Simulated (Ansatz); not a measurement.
```yaml
crystal:
  periodic: [false, false, false]
  atoms:
    - {symbol: N, position_ang: [0.682929, 1.571429, -0.577844]}
    - {symbol: C, position_ang: [0.202015, 0.506570, 0.221839]}
    - {symbol: Se, position_ang: [0.193227, 0.713228, 2.357282]}
    - {symbol: In, position_ang: [-0.654917, -1.633849, -0.635024]}
    - {symbol: H, position_ang: [0.629111, 1.324607, -1.692674]}
    - {symbol: H, position_ang: [0.828617, 2.236030, 2.375017]}
    - {symbol: H, position_ang: [-0.593550, -1.681409, -2.566353]}
    - {symbol: H, position_ang: [-1.287422, -3.036605, 0.517758]}
basis:
  gaussian: {orbitals: def2-SVPD}
hamiltonian: {xc: {name: CAM-B3LYP}}
accuracy: high
```

```sh
$ ansatz run in.yaml --threads 4 --pin off --events-out ev --progress --plain --max-ram 10444MiB
```

It prints (some lines left out):

```
Functional definition: CAM-B3LYP
3112 factors; integrals over basis functions are off by at most 4.8e-9 eV
790 factors; integrals over basis functions are off by at most 1.9e-9 eV
mean field evaluation 1: about -73098.9171 eV, gradient 4.2e1 eV
mean field evaluation 2: about -73088.2540 eV, gradient 7.7e1 eV
mean field evaluation 4: about -73103.1571 eV, gradient 6.0e0 eV
mean field evaluation 8: about -73103.3183 eV, gradient 2.5e-1 eV
mean field evaluation 16: about -73103.3185 eV, gradient 1.3e-4 eV
mean field -73103.31851714 eV, -2686.4974042958 hartree, gradient 4.0e-8 eV, S^2 0.000000; 0 other end points of the search recorded, 0 dependent functions left out
reference -73103.31853916 eV, -2686.4974051052 hartree; 36, 36 occupied and 109, 109 virtual orbitals, 3112 factors
Total energy: -73103.31853916 eV, -2686.4974051052 hartree
```

Hardware: 4 threads of an Intel Xeon Platinum 8488C on a shared host. Wall time 6.5 s, peak host memory 0.98 GiB.
